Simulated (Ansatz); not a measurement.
BeCl2, triplet, geometry from GFN2-xTB (such geometries of metal compounds can be far from the true shape) (a higher spin typed on purpose: for a closed-shell molecule this is an excited state). Base run: R2SCAN/cc-pVTZ run with Ansatz (a quantum-chemistry and plane-wave program).

Input for Ansatz:
Ansatz 0.2 input:
```yaml
crystal:
  periodic: [false, false, false]
  atoms:
    - {symbol: Be, position_ang: [0.85852233, -0.70764012, 0.71422992]}
    - {symbol: Cl, position_ang: [0.82809637, 0.31174954, -0.97443787]}
    - {symbol: Cl, position_ang: [-1.03010162, -0.14524598, 0.80638377]}
basis:
  gaussian:
    orbitals: cc-pVTZ
hamiltonian:
  xc: r2scan
magnetization: {spin_polarized: true, initial_magnetization: 2}
```

Variants of this job, named by their change:

```csv
change,basis functions,E (Eh)
base,98,-935.09670
basis = STO-3G,23,-924.89527
basis = pcseg-0,32,-933.90828
basis = def2-SVP,45,-934.74736
basis = def2-SV(P),45,-934.74736
basis = pcseg-1,45,-934.99660
basis = cc-pVDZ,50,-935.06402
basis = def2-SVPD,66,-934.75868
basis = aug-pcseg-1,67,-935.00354
basis = 6-311G**,72,-935.07437
basis = 6-311++G**,84,-935.07627
"basis = 6-311+G(2d,p)",97,-935.07947
basis = aug-cc-pVTZ,146,-935.09778
```

Totals compare only among sets that treat the same electrons; sets with core potentials leave the core out.
